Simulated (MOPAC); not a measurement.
Input for MOPAC: PM7 on BeHI (SMILES [BeH][I]), a point of a bond scan (R = 1.786 Å).

```
PM7 1SCF PRECISE CHARGE=0 THREADS=1
BeHI

Be    -0.00000000 1    -0.00000000 1    -1.96186424 1
H      0.00000000 1     0.00000000 1    -3.74768872 1
I      0.00000000 1     0.00000000 1     0.21004064 1
```

Program output:

```
*******************************************************************************
 **                                                                           **
 **                              MOPAC v23.2.5                                **
 **                                                                           **
 *******************************************************************************
 ** MOPAC's Digital Object Identifier: https://doi.org/10.5281/zenodo.6511958 **
 **                                                                           **
 ** Please cite the open-source release paper for use of this MOPAC version:  **
 ** J. E. Moussa and J. J. P. Stewart (2026)                                  **
 ** MOPAC: An open-source semiempirical molecular orbital program             **
 ** J. Open Source Softw., 11(119), 8025, https://doi.org/10.21105/joss.08025 **
 *******************************************************************************

                              PM7 CALCULATION RESULTS

 *******************************************************************************
 *  PM7        - The PM7 Hamiltonian to be used
 *
 *
 *
 *                 CHARGE ON SYSTEM = 0
 *
 *
 *
 *  PRECISE    - TIGHTER CRITERIA TO BE USED
 *  1SCF       - DO 1 SCF AND THEN STOP
 *  THREADS=1  - MULTI-THREADING NOT USED
 *  T=         - A TIME OF 172800.0 SECONDS REQUESTED
 *  DUMP=N     - RESTART FILE WRITTEN EVERY 7200.0 SECONDS REQUESTED
 *******************************************************************************
PM7 1SCF PRECISE CHARGE=0 THREADS=1
 BeHI

   ATOM   CHEMICAL          X               Y               Z
  NUMBER   SYMBOL      (ANGSTROMS)     (ANGSTROMS)     (ANGSTROMS)

     1      Be         -0.00000000  *  -0.00000000  *  -1.96186424  *
     2       H          0.00000000  *   0.00000000  *  -3.74768872  *
     3       I          0.00000000  *   0.00000000  *   0.21004064  *



          CARTESIAN COORDINATES

    NO.       ATOM           X           Y           Z

     1        Be         -0.0000     -0.0000     -1.9619
     2         H          0.0000      0.0000     -3.7477
     3         I          0.0000      0.0000      0.2100

 General Reference for PM7:
 "Optimization of Parameters for Semiempirical Methods VI: More Modifications to the
 NDDO Approximations and Re-optimization of Parameters", J. J. P. Stewart, J. Mol. Mod., 1:32, 19 (2013)
 https://link.springer.com/article/10.1007/s00894-012-1667-x

           Empirical Formula: H Be I  =     3 atoms



      MOLECULAR POINT GROUP   :   C*v


      RHF CALCULATION, NO. OF DOUBLY OCCUPIED LEVELS = 5


 -------------------------------------------------------------------------------
 PM7 1SCF PRECISE CHARGE=0 THREADS=1
 BeHI



     1SCF WAS SPECIFIED, SO BFGS WAS NOT USED
     SCF FIELD WAS ACHIEVED


                              PM7 CALCULATION
                                                       MOPAC v23.2.5 Linux




          FINAL HEAT OF FORMATION =         34.47048 KCAL/MOL =     144.22449 KJ/MOL


          COSMO AREA              =         98.10 SQUARE ANGSTROMS
          COSMO VOLUME            =         83.61 CUBIC ANGSTROMS

          IONIZATION POTENTIAL    =          9.644693 EV
          HOMO LUMO ENERGIES (EV) =         -9.645  1.798
          NO. OF FILLED LEVELS    =          5
          MOLECULAR WEIGHT        =        136.9246         POINT GROUP:  C*v

          MOLECULAR DIMENSIONS (Angstroms)

            Atom       Atom       Distance
            I     3    H     2     3.95773
            I     3    H     2     0.00000
           Be     1    H     2     0.00000


          SCF CALCULATIONS        =          1





   ATOM   CHEMICAL          X               Y               Z
  NUMBER   SYMBOL      (ANGSTROMS)     (ANGSTROMS)     (ANGSTROMS)

     1      Be         -0.00000000  *  -0.00000000  *  -1.96186424  *
     2       H          0.00000000  *   0.00000000  *  -3.74768872  *
     3       I          0.00000000  *   0.00000000  *   0.21004064  *

                             CARTESIAN COORDINATES

   1   Be       -0.000000000    -0.000000000    -1.961864240
   2    H        0.000000000     0.000000000    -3.747688720
   3    I        0.000000000     0.000000000     0.210040640


           Empirical Formula: H Be I  =     3 atoms



      MOLECULAR POINT GROUP   :   C*v


                  EIGENVALUES
 -23.89727 -11.30560 -10.78184  -9.64469  -9.64469   1.79812   2.32842   2.32842
   3.01474 125.67814 125.74542 125.74542 126.12904 126.12904


              NET ATOMIC CHARGES AND DIPOLE CONTRIBUTIONS

  ATOM NO.   TYPE          CHARGE      No. of ELECS.   s-Pop       p-Pop       d-Pop
    1         Be           0.415256        1.5847     0.86711     0.71764
    2          H          -0.059250        1.0593     1.05925
    3          I          -0.356005        7.3560     1.86033     5.49359     0.00208
 DIPOLE           X         Y         Z       TOTAL
 POINT-CHG.     0.000     0.000    -3.206     3.206
 HYBRID         0.000    -0.000     0.037     0.037
 SUM            0.000    -0.000    -3.169     3.169


          ATOMIC ORBITAL ELECTRON POPULATIONS

     Atom    s        px        py        pz      x^2-y^2     xz        z^2       yz        xy
    1 Be   0.86711   0.02935   0.02935   0.65894
    2  H   1.05925
    3  I   1.86033   1.97035   1.97035   1.55289   0.00000   0.00030   0.00148   0.00030   0.00000

 **********************
 *                    *
 * JOB ENDED NORMALLY *
 *                    *
 **********************




 == MOPAC DONE ==
```

The run finished.

Cost: around 0.020 core-seconds (rough).
